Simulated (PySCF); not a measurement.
Isomers of C6H12P2, one conformer each; single-point electronic energies without zero-point terms and without any empirical dispersion term.

All values: PBE0/pcSseg-1 (PySCF, non-relativistic), each on one gas-phase PBE0-D3(BJ)/def2-SVP geometry that isn't relaxed in the solvent. The solvent is an IEF-PCM continuum (van der Waals radii × 1.2). Specific hydrogen bonds and non-electrostatic terms are outside this model.

| isomer | relative energy, gas (kcal/mol) | dipole (D) |
| --- | --- | --- |
| `P(C#C)(C(C)(C)C)P` | 0.0 | 0.82 |
| `C=[P@]1(P)CC=C(C)C1` | 0.3 | 1.91 |

Task: How do the relative energies look in acetonitrile (ε = 35.69)?

Result: 
```tsv
isomer	relative energy, solvent (kcal/mol)	E(solvent) − E(gas) (kcal/mol)	dipole in solvent (D)
`P(C#C)(C(C)(C)C)P`	1.6	-4.4	1.07
`C=[P@]1(P)CC=C(C)C1`	0.0	-6.2	2.75
```

`C=[P@]1(P)CC=C(C)C1` becomes the lowest. Conformers: `[CH:1]#[C:2][P:3]([PH2:4])[C:5]([CH3:6])([CH3:7])[CH3:8]` with C2–P3–P4–H -156° and -63°; `[CH2:1]=[P@:2]1([PH2:3])[CH2:4][CH:5]=[C:6]([CH3:7])[CH2:8]1` with C1–P2–P3–H -65° and 29°, C1–P2–C4–C5 -101°, P2–C4–C5–C6 -15°, C5–C6–C8–P2 14°, C1–P2–C8–C6 113°. `C=[P@]1(P)CC=C(C)C1` gains most from the continuum, and it has the largest gas-phase dipole. The gains span 1.8 kcal/mol, the gas-phase energies 0.3 kcal/mol.
